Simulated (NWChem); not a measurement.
# C4H7Cl; SMILES C/C=C(\C)Cl

Computed with NWChem. Medium grid unless said otherwise, to which SCAN and Minnesota functionals are sensitive. Structure relaxed at the B3LYP/6-31G* (spherical d) level. B3LYP is NWChem's, with the RPA form of VWN correlation.

Order these by “dipole (D)”, lowest first: LDA (Slater exchange, VWN5)/def2-SVP; B3PW91/def2-SVP; B3LYP/def2-SVP; MN15-L/def2-SVP; Hartree-Fock/def2-SVP.

LDA (Slater exchange, VWN5)/def2-SVP (1.85), B3LYP/def2-SVP (1.90), B3PW91/def2-SVP (2.01), MN15-L/def2-SVP (2.12), Hartree-Fock/def2-SVP (2.25)
